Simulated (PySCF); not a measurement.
HfF4, SMILES [F][Hf]([F])([F])[F], multiplicity 1.

Coordinates come from a PBE0-D3(BJ)/def2-SVP optimisation. The multiplicity is an assumed one; other spin states were not compared. The isomer is the one that the SMILES or the coordinates give; other isomers of the formula were not compared. The def2 effective core potentials stand for the cores of Hf; spin–orbit coupling is left out.

Method: HF/def2-TZVP run with PySCF.

Gas-phase values at a fixed geometry.

Computed frontier levels, gap, dipole moment and polarisability:
| Item | Value |
|---|---|
| highest occupied level | -17.57 eV |
| lowest empty level | 1.26 eV |
| orbital gap | 18.83 eV |
| dipole moment | 0.00 D |
| quadrupole, principal values (traceless, Buckingham form, about the centre of nuclear charge) | 0.00, 0.00, 0.00 D·Å |
| mean static polarisability | 24.5 bohr³ (3.64 Å³) |
| polarisability, principal values | 24.5, 24.5, 24.5 bohr³ |
